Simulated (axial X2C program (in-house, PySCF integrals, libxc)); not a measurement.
**Spectroscopic constants of TeS⁺**

Calculated with an axial X2C code built on PySCF integrals. Spin-free means the one-electron spin-free X2C Hamiltonian; two-component (2c) means X2C with spin–orbit coupling and atomic mean-field two-electron Coulomb and Gaunt terms, so the difference of the two also holds small scalar two-electron terms. Basis: Te dyall-cv3z [11s12p8d4f1g], S dyall-av3z [9s8p3d2f] (cores contracted in-house); Gaussian nuclei, density fitting, unrestricted open shells. Masses: Te 129.906 u, S 31.972 u.

Input:
```json
{
 "zs": [
  52,
  16
 ],
 "q": 1,
 "bas": [
  "dyall-cv3z",
  "dyall-av3z"
 ],
 "levels": [
  "PBE0",
  "HF",
  "BLYP"
 ],
 "cc": true,
 "r0": 2.22,
 "thr": -1.0,
 "nmax": 90,
 "npts": 10,
 "nst": 2,
 "ntry": 6
}
```
```bash
python so2c.py task.json out
```

Keys: zs atomic numbers; q charge; bas basis sets; levels methods; cc coupled cluster on or off; r0 starting distance in Å; thr threshold in hartree for freezing inner shells (an s shell follows its p shell); nmax most natural virtual spinors; npts points on the curve; nst determinants followed; ntry starts of the search. HF also brings MP2.

State, spin-free: M_S = 1/2, Λ = 1 (beyond evenly filled blocks: π+α); electrons by block: σα: 15, σβ: 15, π+α: 8, π+β: 7, π-α: 7, π-β: 7, δ+α: 2, δ+β: 2, δ-α: 2, δ-β: 2. Fragments: Te+ + S.

State, 2c: Ω = 1/2 (⟨Sz⟩ = -0.49, ⟨Lz⟩ = 0.99 at PBE0); electrons by block: 1/2: 23, -1/2: 22, 3/2: 9, -3/2: 9, 5/2: 2, -5/2: 2. Fragments: Te+ + S.

| Hamiltonian | level | Re (Å) | ωe (cm⁻¹) | ωexe (cm⁻¹) | αe (cm⁻¹) | De (eV) | D0 (eV) | μ (D) |
| --- | --- | --- | --- | --- | --- | --- | --- | --- |
| spin-free | BLYP | 2.209 | 489.1 | 1.36 | 0.000519 | 3.98 | 3.95 | 0.41 |
| 2c | PBE0 | 2.157 | 544.0 | n/a | 0.000576 | 3.55 | 3.52 | 0.17 |

Dipoles are positive if S is the positive end and refer to the centre of mass.

The state is one determinant whose occupation by symmetry is held fixed; it was picked as the lowest of a PBE0 search that is not exhaustive. Dissociation energies refer to the lowest single-determinant-based atoms at the same level and basis. Density functionals use the spin component along the axis (collinear). A 2c atom that is not at its ground J level misses part of its spin–orbit lowering, and De is too large by that part (0.04 eV or less for light atoms). This holds for PBE0. The functionals have no current-density term, which raises determinants with orbital currents, atoms included. The determinant is spin-polarised beyond a pure state at some levels (its spin-free form has ⟨S²⟩ too high), which makes Re and μ there less reliable.

No reliable constants came from BLYP (2c), CCSD (2c), CCSD (spin-free), CCSD(T) (2c), CCSD(T) (spin-free), HF (2c), HF (spin-free), MP2 (2c), MP2 (spin-free), PBE0 (spin-free): no minimum in range, unconverged points, a curve that is not smooth, a change of character along it, or the two Hamiltonians disagreeing along it.

Rough cost a point (2c) on 1 thread(s) of a shared host, integrals apart: PBE0 0.8 s.

The whole task took 2.7 min on 1 thread of Arm Neoverse V1 (shared host).
